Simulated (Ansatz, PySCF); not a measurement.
Gas-phase reaction in SMILES: [SiH3]c1ccoc1 + 8 [H][H] (H2) → 4 C (CH4) + O (H2O) + [SiH4] (SiH4)
Geometries: B3LYP-D3(BJ)/def2-TZVP minima from Ansatz (an electronic-structure program). Frequencies are from Ansatz or PySCF. Unstable Hartree-Fock reference: [SiH3]c1ccoc1.

Wanted: energy of full hydrogenation (enthalpy at 298 K, with B3LYP-D3(BJ) rigid-rotor harmonic-oscillator terms), in kcal/mol. Cores are frozen in the correlated levels unless marked. No spin-orbit coupling. Non-relativistic. CBS marks a two-point X^-3 extrapolation of the correlation energy; Hartree-Fock from the larger set.

| level | program | energy of full hydrogenation (kcal/mol) |
|---|---|---|
| r2SCANh-D4/def2-TZVPD | Ansatz + dftd4 | -121.5 |

Problem. Predict the CCSD(T)/CBS(cc-pV(T+d)Z,cc-pV(Q+d)Z) result (Ansatz).

Solution. -121.7 kcal/mol, so r2SCANh-D4/def2-TZVPD differs from it by 0.2 kcal/mol.
